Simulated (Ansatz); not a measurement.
Ansatz (a quantum-chemistry and plane-wave program) input (B3LYP-D3(BJ)/def2-TZVP):

Ansatz 0.2 input:
```yaml
crystal:
  periodic: [false, false, false]
  atoms:
    - {symbol: Mo, position_ang: [0.21663375, -0.16176181, -0.24901465]}
    - {symbol: O, position_ang: [-1.15373676, -1.07568123, -0.06750564]}
    - {symbol: O, position_ang: [-0.11977169, 1.33208969, -0.88247786]}
    - {symbol: O, position_ang: [1.07349854, -0.05142364, 1.16505173]}
basis:
  gaussian:
    orbitals: def2-TZVP
hamiltonian:
  xc: b3lyp
  dispersion: d3bj
relax: {f_tol: 0.002, max_steps: 150}
```

End of the output:

```
reference -8001.94880415 eV, -294.0661946367 hartree; 19, 19 occupied and 114, 114 virtual orbitals, 824 factors
relax step   4: F+E_penalty+E_count = -8002.09869998 eV  Δ(F+E_penalty+E_count) = -1.440e-5 eV  max|allowed force component| = 3.489e-4 eV/Å  Δτ_max = 0.0011 Å  (38 SCF iters, accepted)
integrals: 0.05 GiB planned
824 factors; their error is unknown
mean field: 0.44 GiB planned
mean field evaluation 64: about -8001.9486 eV, gradient 6.2e-5 eV
mean field -8001.94855443 eV, -294.0661854598 hartree, gradient 2.6e-5 eV, S^2 0.000000; 1 other end points of the search recorded, 0 dependent functions left out
the calculation of the forces begins
reference -8001.94880415 eV, -294.0661946367 hartree; 19, 19 occupied and 114, 114 virtual orbitals, 824 factors
Total energy: -8002.09894970 eV, -294.0717123839 hartree
Atom 0 at     0.241245    -0.181835    -0.276831 Å, force     0.000257    -0.000179    -0.000349 eV/Å
Atom 1 at    -1.184790    -1.092946    -0.061242 Å, force    -0.000072     0.000101     0.000104 eV/Å
Atom 2 at    -0.129103     1.365168    -0.893115 Å, force    -0.000083    -0.000000     0.000142 eV/Å
Atom 3 at     1.089271    -0.047164     1.197242 Å, force    -0.000102     0.000079     0.000103 eV/Å
Dipole moment:     0.603827    -0.490616    -0.683421 e Å
```
